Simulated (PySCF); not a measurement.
## Heteronuclear NMR

Geometry:
```csv
atom,x (Å),y (Å),z (Å)
N1,-1.890,-2.110,0.676
Si2,-1.180,-0.597,1.102
Si3,-1.969,1.007,-0.337
O4,0.421,-0.825,0.917
Si5,1.840,-0.743,0.138
Si6,2.504,1.459,0.074
H7,-2.892,-2.206,0.672
H8,-1.463,-2.958,1.014
H9,-1.235,-0.289,2.543
H10,-2.023,2.331,0.297
H11,-1.170,1.189,-1.557
H12,-3.343,0.740,-0.784
H13,1.645,-1.357,-1.184
H14,2.694,-1.645,0.921
H15,1.435,2.427,0.363
H16,3.040,1.832,-1.242
H17,3.580,1.758,1.028
```

- PBE0/pcSseg-1 with gauge-including orbitals
- geometry from GFN2-xTB
- code: PySCF
- no relativistic terms, one averaged value for each set of equivalent atoms, no solvent model, single conformer

Task: What are the ²⁹Si shifts?

Result: 
```csv
atoms,environment,σ (ppm),δ (ppm)
Si2,"silicon bonded to N, O, Si, H",364.3,-19.5
Si5,"silicon bonded to O, Si, 2 H",381.3,-33.5
Si6,"silicon bonded to Si, 3 H",469.0,-105.5
Si3,"silicon bonded to Si, 3 H",473.8,-109.5
```

Shieldings were converted by a linear fit to measured shifts: ²⁹Si: δ = 279.94 − 0.822σ (rms 8.9 ppm, 72 shifts, 25.8 ppm with the 6 outliers that the fit left out vs TMS, solution or neat liquid). Occasional misses reach two or three times the rms, and more in compound classes unlike the fitted ones.

On a 600 MHz spectrometer ²⁹Si resonates near 119.2 MHz, so 1 ppm is 119.2 Hz.

Task: Predict the ¹⁵N NMR data.

Result: 
```csv
atoms,environment,σ (ppm),δ (ppm)
N1,"nitrogen bonded to Si, 2 H",239.8,-369.1
```

Shieldings were converted by a linear fit to measured shifts: ¹⁵N: δ = -148.07 − 0.921σ (rms 6.3 ppm, 71 shifts vs CH3NO2, solution or neat liquid). Occasional misses reach two or three times the rms, and more in compound classes unlike the fitted ones.

On a 400 MHz spectrometer ¹⁵N resonates near 40.5 MHz, so 1 ppm is 40.5 Hz.

Task: Predict the ¹⁷O NMR data.

Result: 
```csv
atoms,environment,σ (ppm),δ (ppm)
O4,oxygen bonded to 2 Si,311.4,-16.9
```

Shieldings were converted by a linear fit to measured shifts: ¹⁷O (scatter 10.7 ppm rms, 12.2 ppm with the 3 outliers that the fit left out vs liquid water, solution or neat liquid). Occasional misses reach two or three times the rms, and more in compound classes unlike the fitted ones.

On a 300 MHz spectrometer ¹⁷O resonates near 40.7 MHz, so 1 ppm is 40.7 Hz.
